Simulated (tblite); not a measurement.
C₄H₁₂OSi.
InChI=1S/C4H12OSi/c1-5-6(2,3)4/h1-4H3

Calculated harmonic vibrations of the isolated species, GFN2-xTB (tblite), most abundant isotopes, no scaling. Errors from tens to a few hundred cm⁻¹ against measured bands are possible.

Task: How many normal modes are there?

Result: 18 atoms, non-linear: 3N − 6 = 48.

Task: What is the point group of the computed structure, and how do the modes divide by symmetry?

Result: Cs. The vibrations span 27 a′ + 21 a″.

Task: How many distinct wavenumbers does the calculation give?

Result: 48: Cs has no degenerate species.

Task: How many fundamentals are allowed in the infrared by symmetry?

Result: 48 of 48: in Cs every mode is allowed. All fundamentals are allowed in the Raman spectrum.

Task: How large is the harmonic zero-point energy?

Result: ½Σν̃ = 33316 cm⁻¹ = 398.5 kJ/mol (48 modes); those above 1550 cm⁻¹ give 217.0 kJ/mol of it.

Task: How far is the lowest real mode excited at 77 K, as a harmonic oscillator?

Result: 67.7 cm⁻¹ is a vibrational temperature θ of 97 K. The population of v = 1 over v = 0 is exp(−θ/T) = 0.28, and the mean quantum number is 0.39.

The values belong to the conformer `[CH3:1][O:2][Si:3]([CH3:4])([CH3:5])[CH3:6]`: C1–O2–Si3–C4 -61°.
